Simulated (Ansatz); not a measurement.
`CN(C)B(O)O`. Charge 0, multiplicity 1.

Z-matrix (Å, degrees):
```
C
N 1 1.436
H 1 1.098 2 111.5
H 1 1.098 2 111.4 3 120.0
H 1 1.092 2 112.0 3 -120.1
C 2 1.442 1 113.4 3 -60.1
B 2 1.415 1 124.9 3 119.8
H 6 1.088 2 110.0 1 -179.9
H 6 1.098 2 111.1 1 59.9
H 6 1.098 2 111.1 1 -59.7
O 7 1.375 2 118.7 1 180.0
O 7 1.379 2 124.6 1 0.0
H 11 0.959 7 110.7 2 180.0
H 12 0.957 7 114.9 2 -0.1
```

Problem. What are the harmonic wavenumbers in cm⁻¹ at PBE0-D4/def2-TZVP (Ansatz, finite differences of forces, unscaled)? (An estimate is asked.)

Solution. The calculation gave: 46, 113, 179, 244, 265, 372, 383, 447, 477, 485, 659, 728, 961, 1016, 1053, 1095, 1123, 1175, 1253, 1268, 1410, 1450, 1465, 1465, 1488, 1492, 1504, 1582, 2997, 3005, 3037, 3045, 3114, 3168, 3910, 3929.

Problem. Is this a minimum?

Solution. Yes, all 36 modes are real.

Problem. Give the ideal-gas thermochemistry at 298.15 K and 1 bar (rigid rotor, harmonic oscillator; point group Cs, symmetry number 1).

Solution. Zero-point energy 307.4 kJ/mol; H(298) − E = 330.5 kJ/mol; entropy 358.4 J/(mol·K), of which translation 164.8, rotation 111.9, vibration 81.6; G(298) − E = 223.6 kJ/mol. Modes under 100 cm⁻¹ are hindered rotations or soft bends, so the harmonic entropy is rough.
